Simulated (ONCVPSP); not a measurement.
**Which change was made? (Pt, ONCV)**

```json
{
 "Element": "Pt",
 "Generator": "ONCVPSP 4.0.1",
 "Type": "optimised norm-conserving Vanderbilt (ONCV)",
 "Functional": "PBEsol",
 "Relativity": "scalar-relativistic",
 "Frozen core": "[Kr] 4d10 4f14",
 "Valence charge": "18",
 "Reference configuration": "5s2 5p6 5d9 (charge +1)",
 "Partial waves": "5s: rc 0.95 bohr, ncon 4, nbas 8, qcut 7 1/bohr, 2 projectors, debl 2.1 Ha; 5p: rc 1.75 bohr, ncon 3, nbas 7, qcut 9.2 1/bohr, 2 projectors, debl 1.4 Ha; 5d: rc 1.70 bohr, ncon 3, nbas 7, qcut 8.3 1/bohr, 1 projector; f scattering state at 0.04 Ha: rc 1.40 bohr, ncon 4, nbas 7, qcut 7.4 1/bohr, 2 projectors, debl 3.4 Ha",
 "Local potential": "polynomial inside 0.60 bohr (lpopt 5, dvloc0 4 Ha)",
 "Core correction": "Teter function, fcfact 5, rcfact 1.7"
}
```

In the s channel the program set the typed energies aside and used -4.047, 0.250 Ha. In the p channel the program set the typed energies aside and used -2.364, 0.250 Ha.

Cutoffs, loose and tight: the cutoffs (Ha) at which the residual kinetic energy of the hardest occupied pseudo-wave falls to 1 and 0.1 mHa per electron. They do not see the model core or the augmentation charge, which bear on the density cutoff. Test errors are all-electron minus pseudo excitation energies from the reference, over the configurations 5s2 5p6 5d9 6s1; 5s2 5p6 5d8; 5s2 5p6 5d7; 5s2 5p6 5d9 6p1; variants that change the core or the reference have their own tests. The largest error is taken over the tests solved by every variant that gives reliable tests at all, those not shown here included: 5s2 5p6 5d7; 5s2 5p6 5d8; 5s2 5p6 5d9 6p1.

The base gives: outcome: generated, projector energies reset by the program; cutoff, loose: 159 Ha; cutoff, tight: 193 Ha; bound ghosts: s, p, f; GHOST(+) flags above zero: d, f; largest test error (meV): -3.6.

Q: After one change the result is: outcome: generated, projector energies reset by the program; cutoff, loose: 67 Ha; cutoff, tight: 118 Ha; bound ghosts: s; GHOST(+) flags above zero: p; largest test error (meV): -21. Which change was it?
A. all radii but the core radius scaled by about 0.90 (s 0.86, p 1.58, d 1.52, f 1.26 bohr); local potential polynomial inside 0.54 bohr (lpopt 5, dvloc0 4 Ha)
B. all radii but the core radius scaled by about 1.27 (s 1.22, p 2.22, d 2.16, f 1.78 bohr); local potential polynomial inside 0.76 bohr (lpopt 5, dvloc0 4 Ha)
C. all radii but the core radius scaled by about 0.82 (s 0.78, p 1.44, d 1.40, f 1.16 bohr); local potential polynomial inside 0.50 bohr (lpopt 5, dvloc0 4 Ha)

A: B. The others give: all radii but the core radius scaled by about 0.90 (s 0.86, p 1.58, d 1.52, f 1.26 bohr); local potential polynomial inside 0.54 bohr (lpopt 5, dvloc0 4 Ha) → outcome: generated, projector energies reset by the program; cutoff, loose: 97 Ha; cutoff, tight: 176 Ha; bound ghosts: s, p, d, f; GHOST(+) flags above zero: f; largest test error (meV): -67 | all radii but the core radius scaled by about 0.82 (s 0.78, p 1.44, d 1.40, f 1.16 bohr); local potential polynomial inside 0.50 bohr (lpopt 5, dvloc0 4 Ha) → outcome: generated, projector energies reset by the program; cutoff, loose: 292 Ha; cutoff, tight: 408 Ha; bound ghosts: s, p, d, f; GHOST(+) flags above zero: s, f; largest test error (meV): -37.
